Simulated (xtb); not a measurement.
xtb input (GFN1-xTB):

```bash
xtb mol.xyz --gfn 1 --sp --chrg 0 --uhf 0
```
mol.xyz:
```
16

C     -0.87201461     1.89158697    -1.12857833
Si    -0.63032132     0.24787127    -0.25991867
C     -2.13524192    -0.11936427     0.79731345
O     -0.38190352    -0.98426607    -1.37037418
Si     1.40987081     0.06204732     0.90361823
O      2.01908639    -1.43502662     0.51912063
H     -0.03063026     2.11875223    -1.78541826
H     -1.78538280     1.89416975    -1.73006078
H     -0.95635079     2.70224822    -0.40003650
H     -2.03870827    -1.08196801     1.30261630
H     -3.04852014    -0.14063563     0.19577302
H     -2.26342377     0.64941988     1.56351152
H     -1.07983145    -1.19940900    -1.99471108
H      2.36401258     1.13606371     0.51452502
H      1.25907250     0.13567949     2.37853666
H      1.61214602    -1.83217566    -0.25891226
```

Output:

```
           -------------------------------------------------
          |                Calculation Setup                |
           -------------------------------------------------

           -------------------------------------------------
          |                 G F N 1 - x T B                 |
           -------------------------------------------------

        Reference                      10.1021/acs.jctc.7b00118
      * Hamiltonian:
        H0-scaling (s, p, d)           1.850000    2.250000    2.000000
        zeta-weighting                 0.000000
      * Dispersion:
        s8                             2.400000
        a1                             0.630000
        a2                             5.000000
        s9                             0.000000
      * Repulsion:
        kExp                           1.500000
        rExp                           1.000000
      * Coulomb:
        alpha                          2.000000
        third order                    atomic
        anisotropic                    false
      * Halogen bond correction:
        rad-scale                      1.300000
        damping                        0.440000

          ...................................................
          :                      SETUP                      :
          :.................................................:
          :  # basis functions                  56          :
          :  # atomic orbitals                  54          :
          :  # shells                           34          :
          :  # electrons                        38          :
          :  # halogen bonds                     0          :
          :  max. iterations                   250          :
          :  Hamiltonian                  GFN1-xTB          :
          :  restarted?                      false          :
          :  GBSA solvation                  false          :
          :  PC potential                    false          :
          :  electronic temp.          300.0000000     K    :
          :  accuracy                    1.0000000          :
          :  -> integral cutoff          0.2500000E+02      :
          :  -> integral neglect         0.1000000E-07      :
          :  -> SCF convergence          0.1000000E-05 Eh   :
          :  -> wf. convergence          0.2000000E-04 e    :
          :  Broyden damping             0.4000000          :
          :  net charge                          0          :
          :  unpaired electrons                  0          :
          ...................................................

 iter      E             dE          RMSdq      gap      omega  full diag
   1    -23.0625846 -0.230626E+02  0.720E+00    5.04       0.0  T
   2    -23.0740567 -0.114721E-01  0.429E+00    4.94       1.0  T
   3    -23.0746258 -0.569131E-03  0.356E-01    4.85       1.0  T
   4    -23.0753375 -0.711644E-03  0.935E-02    4.90       1.0  T
   5    -23.0754862 -0.148678E-03  0.284E-02    4.90       1.0  T
   6    -23.0754887 -0.250776E-05  0.994E-03    4.90       2.5  T
   7    -23.0754893 -0.684302E-06  0.287E-03    4.90       8.7  T
   8    -23.0754894 -0.701906E-07  0.700E-04    4.90      35.7  T
   9    -23.0754894 -0.333450E-08  0.118E-04    4.90     212.5  T
  10    -23.0754894 -0.137067E-09  0.276E-05    4.90     906.2  T

   *** convergence criteria satisfied after 10 iterations ***

         #    Occupation            Energy/Eh            Energy/eV
      -------------------------------------------------------------
         1        2.0000           -0.7655350             -20.8313
       ...           ...                  ...                  ...
        13        2.0000           -0.5048324             -13.7372
        14        2.0000           -0.5002992             -13.6138
        15        2.0000           -0.4953409             -13.4789
        16        2.0000           -0.4885365             -13.2938
        17        2.0000           -0.4409706             -11.9994
        18        2.0000           -0.4240089             -11.5379
        19        2.0000           -0.3838106             -10.4440 (HOMO)
        20                         -0.2038083              -5.5459 (LUMO)
        21                         -0.1974123              -5.3719
        22                         -0.1488082              -4.0493
        23                         -0.1315018              -3.5783
        24                         -0.1232347              -3.3534
       ...                                ...                  ...
        54                          1.5626682              42.5224
      -------------------------------------------------------------
                  HL-Gap            0.1800023 Eh            4.8981 eV
             Fermi-level           -0.2938094 Eh           -7.9950 eV

 SCC (total)                   0 d,  0 h,  0 min,  0.016 sec
 SCC setup                      ...        0 min,  0.000 sec (  0.558%)
 Dispersion                     ...        0 min,  0.000 sec (  0.395%)
 classical contributions        ...        0 min,  0.000 sec (  0.154%)
 integral evaluation            ...        0 min,  0.004 sec ( 26.666%)
 iterations                     ...        0 min,  0.003 sec ( 20.178%)
 molecular gradient             ...        0 min,  0.008 sec ( 51.197%)
 printout                       ...        0 min,  0.000 sec (  0.804%)

         :::::::::::::::::::::::::::::::::::::::::::::::::::::
         ::                     SUMMARY                     ::
         :::::::::::::::::::::::::::::::::::::::::::::::::::::
         :: total energy             -22.873021357082 Eh    ::
         :: gradient norm              0.056592807503 Eh/a0 ::
         :: HOMO-LUMO gap              4.898112542453 eV    ::
         ::.................................................::
         :: SCC energy               -23.075489419965 Eh    ::
         :: -> electrostatic           0.076677440918 Eh    ::
         :: repulsion energy           0.208861929503 Eh    ::
         :: dispersion energy         -0.006393866620 Eh    ::
         :: halogen bond corr.         0.000000000000 Eh    ::
         :: add. restraining           0.000000000000 Eh    ::
         :: total charge               0.000000000000 e     ::
         :::::::::::::::::::::::::::::::::::::::::::::::::::::

           -------------------------------------------------
          |                Property Printout                |
           -------------------------------------------------

    * Orbital Energies and Occupations

         #    Occupation            Energy/Eh            Energy/eV
      -------------------------------------------------------------
         1        2.0000           -0.7655350             -20.8313
       ...           ...                  ...                  ...
         7        2.0000           -0.5704548             -15.5229
         8        2.0000           -0.5586397             -15.2014
         9        2.0000           -0.5402671             -14.7014
        10        2.0000           -0.5331072             -14.5066
        11        2.0000           -0.5164904             -14.0544
        12        2.0000           -0.5100690             -13.8797
        13        2.0000           -0.5048324             -13.7372
        14        2.0000           -0.5002992             -13.6138
        15        2.0000           -0.4953409             -13.4789
        16        2.0000           -0.4885365             -13.2938
        17        2.0000           -0.4409706             -11.9994
        18        2.0000           -0.4240089             -11.5379
        19        2.0000           -0.3838106             -10.4440 (HOMO)
        20                         -0.2038083              -5.5459 (LUMO)
        21                         -0.1974123              -5.3719
        22                         -0.1488082              -4.0493
        23                         -0.1315018              -3.5783
        24                         -0.1232347              -3.3534
        25                         -0.1094074              -2.9771
        26                         -0.0906419              -2.4665
        27                         -0.0846329              -2.3030
        28                         -0.0747120              -2.0330
        29                         -0.0509337              -1.3860
        30                         -0.0434116              -1.1813
       ...                                ...                  ...
        54                          1.5626682              42.5224
      -------------------------------------------------------------
                  HL-Gap            0.1800023 Eh            4.8981 eV
             Fermi-level           -0.2938094 Eh           -7.9950 eV

  Mulliken/CM5 charges         n(s)   n(p)   n(d)
     1C    -0.20049 -0.30688   1.004  3.196  0.000
     2Si    0.31766  0.19358   1.200  1.674  0.809
     3C    -0.20043 -0.30686   1.004  3.196  0.000
     4O    -0.54434 -0.72126   1.666  4.878  0.000
     5Si    0.30888  0.13688   1.211  1.777  0.704
     6O    -0.51596 -0.68960   1.664  4.851  0.000
     7H     0.04678  0.10220   0.953  0.000  0.000
     8H     0.04054  0.09538   0.959  0.000  0.000
     9H     0.04058  0.09538   0.959  0.000  0.000
    10H     0.04703  0.10250   0.953  0.000  0.000
    11H     0.04002  0.09486   0.960  0.000  0.000
    12H     0.04093  0.09576   0.959  0.000  0.000
    13H     0.36047  0.53849   0.640  0.000  0.000
    14H    -0.08257  0.00050   1.083  0.000  0.000
    15H    -0.07953  0.00452   1.080  0.000  0.000
    16H     0.38044  0.56456   0.620  0.000  0.000

Wiberg/Mayer (AO) data.
largest (>0.10) Wiberg bond orders for each atom

 ---------------------------------------------------------------------------
     #   Z sym  total        # sym  WBO       # sym  WBO       # sym  WBO
 ---------------------------------------------------------------------------
     1   6 C    3.944 --     2 Si   1.017     9 H    0.948     7 H    0.945
                             8 H    0.943
     2  14 Si   4.608 --     4 O    1.265     1 C    1.017     3 C    1.015
                             5 Si   0.930
     3   6 C    3.944 --     2 Si   1.015    12 H    0.948    10 H    0.945
                            11 H    0.943
     4   8 O    2.190 --     2 Si   1.265    13 H    0.835
     5  14 Si   4.323 --     6 O    1.386     2 Si   0.930    15 H    0.925
                            14 H    0.921
     6   8 O    2.237 --     5 Si   1.386    16 H    0.812
     7   1 H    1.000 --     1 C    0.945
     8   1 H    1.000 --     1 C    0.943
     9   1 H    1.000 --     1 C    0.948
    10   1 H    1.000 --     3 C    0.945
    11   1 H    1.000 --     3 C    0.943
    12   1 H    1.000 --     3 C    0.948
    13   1 H    0.875 --     4 O    0.835
    14   1 H    0.988 --     5 Si   0.921
    15   1 H    0.988 --     5 Si   0.925
    16   1 H    0.868 --     6 O    0.812
 ---------------------------------------------------------------------------

Topologies differ in total number of bonds
Writing topology from bond orders to xtbtopo.mol

 dipole moment from electron density (au)
     X       Y       Z
  -1.5004  -0.0145  -1.1154  total (Debye):    4.752

           -------------------------------------------------
          | TOTAL ENERGY              -22.873021357082 Eh   |
          | GRADIENT NORM               0.056592807503 Eh/α |
          | HOMO-LUMO GAP               4.898112542453 eV   |
           -------------------------------------------------

------------------------------------------------------------------------
------------------------------------------------------------------------
 total:
Note: The following floating-point exceptions are signalling: IEEE_DENORMAL
normal termination of xtb
 SCF:
```
